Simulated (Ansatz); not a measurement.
Relaxed structures of LiInH₂, closed shell (PBE0-D4/def2-TZVP; forces vanish, vibrations not checked; lower isomers may exist, and structures with a doubtful reference or unclear bonds are left out; Å). Program: Ansatz 0.2.0. Basis: def2-TZVPP. Cores are frozen in the correlated methods. Filled d shells of the heavier atoms are correlated. Core potentials replace the inner electrons of the atoms past krypton. The outer core shell of Li, Na, Mg and K is correlated. The def2 sets are not built for correlating such inner shells, so the correlated values are less sure here.

(1) Rank them by CCSD(T) energy, lowest first, and give each one's height above the lowest. Links in brackets join atoms within 1.22 times the sum of their covalent radii (1.1 for two metals). (To be estimated.)
A.
LiInH₂ ([H]1[Li]2[H][In]12)
```
4
angstrom
Li 0.9488 -0.4933 0.5973
In -1.2023 0.6253 -0.7570
H -0.3422 -1.1815 -0.3205
H 0.4268 1.1376 0.3737
```
B.
LiInH₂ ([Li][InH2])
```
4
angstrom
Li -1.9663 1.0206 -1.2383
In 0.1036 -0.0530 0.0652
H 0.5038 -1.7728 0.2006
H 1.3589 0.8052 0.9725
```
C.
LiInH₂ ([H]1[Li][InH]1)
```
4
angstrom
Li -2.4249 0.6929 -1.5714
In -0.3041 0.2786 -0.1868
H -1.4607 1.8818 -0.8113
H 0.8982 1.2353 0.7112
```

No T1 diagnostic of these runs exceeds 0.018. The restricted Hartree–Fock reference is unstable towards an unrestricted one at one or more of these structures.

## Answers

(1) Computed: A (0.000 eV), C (0.637 eV), B (0.714 eV). Heights count from the lowest.

For scale, one of the runs: CCSD(T)/def2-TZVPP, 97 basis functions, launched by `ansatz run in.yaml --threads 2 --pin off --events-out ev --progress --plain --max-ram 4352MiB`. Hardware: 2 CPU threads of an Arm Neoverse V2, shared host. Wall time about 4 s.
